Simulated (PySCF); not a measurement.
Isomers of C12H10, mass 154.078 u with the commonest isotopes. Theory: PySCF, PBE0-D3(BJ)/def2-SVP geometry optimisation, gas phase. One conformer each, none proved a minimum here; rigid rotors.

Question: Order these by out-of-plane moment Σ m c² = (Ia + Ib − Ic)/2, largest first.
A. `[cH:1]1[cH:2][cH:3][c:4](-[c:5]2[cH:6][cH:7][cH:8][cH:9][cH:10]2)[cH:11][cH:12]1` with C3–C4–C5–C6 -38°
B. `[CH2:1]=[CH:2][c:3]1[cH:4][cH:5][cH:6][c:7]2[cH:8][cH:9][cH:10][cH:11][c:12]12` with C1–C2–C3–C4 -36°
C. acenaphthene (`c1cc2c3c(cccc3c1)CC2`)

Answer: A (19.26 u·Å²), B (4.20 u·Å²), C (3.14 u·Å²).

Question: Order these by rotational constant A, largest first.
A. `[CH2:1]=[CH:2][c:3]1[cH:4][cH:5][cH:6][c:7]2[cH:8][cH:9][cH:10][cH:11][c:12]12` with C1–C2–C3–C4 -36°
B. `[cH:1]1[cH:2][cH:3][c:4](-[c:5]2[cH:6][cH:7][cH:8][cH:9][cH:10]2)[cH:11][cH:12]1` with C3–C4–C5–C6 -38°
C. `c1cc2c3c(cccc3c1)CC2` (acenaphthene)

Answer: B (2862 MHz), A (1607 MHz), C (1414 MHz).

Question: Order these by rotational constant C, smallest first.
A. `[CH2:1]=[CH:2][c:3]1[cH:4][cH:5][cH:6][c:7]2[cH:8][cH:9][cH:10][cH:11][c:12]12` with C1–C2–C3–C4 -36° (1-vinylnaphthalene)
B. acenaphthene, `c1ccc2c3c(CCc13)ccc2`
C. `[cH:1]1[cH:2][cH:3][c:4](-[c:5]2[cH:6][cH:7][cH:8][cH:9][cH:10]2)[cH:11][cH:12]1` with C3–C4–C5–C6 -38°

Answer: C (476.9 MHz), A (560.9 MHz), B (653.0 MHz).

| SMILES | point group | Ia (u·Å²) | Ib (u·Å²) | Ic (u·Å²) | κ | μa (D) | μb (D) | μc (D) |
| --- | --- | --- | --- | --- | --- | --- | --- | --- |
| c1ccc(-c2ccccc2)cc1 | D2 | 176.59 | 921.72 | 1059.80 | -0.94 | 0.00 | 0.00 | 0.00 |
| c1cc2c3c(cccc3c1)CC2 | – | 357.44 | 422.79 | 773.96 | 0.43 | 0.00 | 0.94 | 0.00 |
| C=Cc1cccc2ccccc12 | C1 | 314.42 | 594.94 | 900.95 | -0.45 | 0.08 | 0.01 | 0.00 |
